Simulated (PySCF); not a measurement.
**Orbital energies and ionisation energy**

C2H11NSi2.
Atom-mapped SMILES: `[CH3:1][CH2:2][SiH2:3][SiH2:4][NH2:5]` (hydrogens: H6, H7, H8 on C1; H9, H10 on C2; H11, H12 on Si3; H13, H14 on Si4; H15, H16 on N5)

Geometry (PBE0-D3(BJ)/def2-SVP, Å), atoms numbered from 1 in this order:
```
atom  x, y, z in Å
C1    -1.8633    0.6175   -0.0319
C2    -1.3874   -0.3783    1.0214
Si3    0.0529   -1.4652    0.4446
Si4    1.7622   -0.0858   -0.3922
N5     1.7784    1.3560    0.5885
H6    -1.0659    1.3378   -0.2743
H7    -2.1573    0.1154   -0.9678
H8    -2.7344    1.1937    0.3182
H9    -1.0531    0.1574    1.9268
H10   -2.2091   -1.0395    1.3465
H11    0.5544   -2.3048    1.5820
H12   -0.3939   -2.4014   -0.6388
H13    1.4511    0.3403   -1.7939
H14    3.0609   -0.8443   -0.4710
H15    1.8183    1.2515    1.5969
H16    2.3539    2.1406    0.2996
```

Level: CAM-B3LYP/def2-SVPD (PySCF). Frontier orbitals with their largest atomic shares (Löwdin; up to four atoms above 4 %):

```json
{"orbital": "HOMO−3", "ε (eV)": "-10.54", "main atoms": "Si3 30 %, H12 20 %, H11 17 %, C2 8 %"}
{"orbital": "HOMO−2", "ε (eV)": "-9.88", "main atoms": "Si3 25 %, C2 25 %, C1 13 %, H11 9 %"}
{"orbital": "HOMO−1", "ε (eV)": "-9.34", "main atoms": "N5 29 %, Si4 22 %, Si3 16 %, C2 9 %"}
{"orbital": "HOMO", "ε (eV)": "-8.60", "main atoms": "?"}
{"orbital": "LUMO", "ε (eV)": "0.68", "main atoms": "Si4 24 %, Si3 15 %, N5 11 %, H15 10 %"}
{"orbital": "LUMO+1", "ε (eV)": "1.39", "main atoms": "Si3 25 %, Si4 13 %, H11 12 %, C2 9 %"}
{"orbital": "LUMO+2", "ε (eV)": "1.66", "main atoms": "Si4 28 %, Si3 25 %, H14 9 %, H12 8 %"}
```

Task: What vertical ionisation energy does ΔSCF give, and how far is −ε(HOMO) from it?

Result: ΔSCF: 9.35 eV (902 kJ/mol; threshold wavelength 133 nm); ⟨S²⟩ of the doublet left behind is 0.761, against 0.75 for a pure doublet. −ε(HOMO) is 8.60 eV, 0.75 eV below it. In exact Kohn–Sham theory the two would be equal; CAM-B3LYP (range-separated hybrid) falls short of its own ΔSCF value by 8 %.

Task: On which atoms does the HOMO lie?

Result: N5 (silicon-bound nitrogen) 35 %, Si4 (SiH2 silicon) 21 %, Si3 (SiH2 silicon) 14 %, H14 (Si–H hydrogen) 12 %, so no atom holds as much as 40 %. The HOMO−1 lies 0.74 eV lower.

Task: Shift the occupied levels rigidly so that −ε(HOMO) equals the ΔSCF value. What binding energies result?

Result: The shift is +0.75 eV: HOMO 9.35, HOMO−1 10.09, HOMO−2 10.63, HOMO−3 11.29 eV. A rigid shift is only a rough guide to the deeper ionisations.

Task: What kinetic energy would electrons from this vertical process carry with Lyman-α light (10.199 eV)?

Result: 10.20 − 9.35 = 0.85 eV.

Task: How many of the 10 lowest singlet excitations (vertical TDDFT, same level) lie below the ionisation energy?

Result: All 10; they run from 5.92 to 8.06 eV.

The structure is a single PBE0-D3(BJ)/def2-SVP conformer in the gas phase; no vibrational or solvent corrections.

These values come from a run that also computed excited states and ΔSCF ions. On Arm Neoverse V1, one thread, no GPU, on a shared host, this took 2.3 min wall (with the writing of density and orbital grids) and 1.1 GiB of memory at its peak.
